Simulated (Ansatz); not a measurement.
C5H5, doublet, geometry from GFN2-xTB. Base run: B3LYP/STO-3G (Ansatz, a program for electronic structure).

Ansatz was given this input:
Ansatz 0.2 input:
```yaml
crystal:
  periodic: [false, false, false]
  atoms:
    - {symbol: C, position_ang: [0.63271514, 1.00377510, -0.40823242]}
    - {symbol: C, position_ang: [-0.64793927, 1.06040529, -0.07785499]}
    - {symbol: C, position_ang: [-1.05254388, -0.32906073, 0.36072405]}
    - {symbol: C, position_ang: [0.21826404, -1.11001148, 0.20499239]}
    - {symbol: C, position_ang: [1.19566152, -0.31001763, -0.24738771]}
    - {symbol: H, position_ang: [-1.32339526, 1.89236723, -0.09407463]}
    - {symbol: H, position_ang: [-1.40643665, -0.32920901, 1.39341395]}
    - {symbol: H, position_ang: [-1.85258904, -0.72383046, -0.26838099]}
    - {symbol: H, position_ang: [0.29005654, -2.15803073, 0.43458780]}
    - {symbol: H, position_ang: [2.21541917, -0.57184028, -0.45899413]}
basis:
  gaussian:
    orbitals: STO-3G
hamiltonian:
  xc: b3lyp
magnetization: {spin_polarized: true, initial_magnetization: 1}
```

Each row names what was changed in the base input (with any setting that the change needs).

| change | ΔE vs base (eV) |
|---|---|
| base | 0.00 |
| occupation = up:A':16 A'':2 down:A':14 A'':3 | 12.59 |
| occupation = up:A':15 A'':3 down:A':14 A'':3 | 0.00 |
| symmetry_tolerance_ang = 0.01 | 0.00 |
| occupation = up:A':14 A'':4 down:A':14 A'':3 | 5.28 |
